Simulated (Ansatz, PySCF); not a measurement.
This PySCF input computes a PBE/def2-TZVPD energy:

```python
from pyscf import gto, scf, dft

mol = gto.M(
    atom='''
    B    -0.00263190    0.63290309   -0.00919232
    F    -0.00808274    1.94368664   -0.02823022
    Br   -1.66875119   -0.30099718    0.07708137
    Br    1.67120559   -0.28922268   -0.06850898
    ''',
    basis='def2-tzvpd',
    charge=0,
    spin=0,
    verbose=4,
)

mf = dft.RKS(mol, xc='pbe').density_fit(auxbasis='def2-universal-jkfit')
mf.grids.level = 3
mf.conv_tol = 1e-9
mf.max_cycle = 100
mf.max_memory = 1500
mf.kernel()
if not mf.converged:
    mf = mf.newton()
    mf.kernel(mf.make_rdm1())
mf.analyze()
```

### Question
Write an input for the same energy in Ansatz (an electronic-structure program) and say what it gives.

### Answer

Ansatz 0.2 input:
```yaml
crystal:
  periodic: [false, false, false]
  atoms:
    - {symbol: B, position_ang: [-0.00263190, 0.63290309, -0.00919232]}
    - {symbol: F, position_ang: [-0.00808274, 1.94368664, -0.02823022]}
    - {symbol: Br, position_ang: [-1.66875119, -0.30099718, 0.07708137]}
    - {symbol: Br, position_ang: [1.67120559, -0.28922268, -0.06850898]}
basis:
  gaussian:
    orbitals: def2-TZVPD
hamiltonian:
  xc: {name: PBE}
output: {forces: true}
```
It gives -5272.28341 Eh, and PySCF -5272.28346 Eh, a difference of 0.05 mEh, from the treatment of integrals and grids.
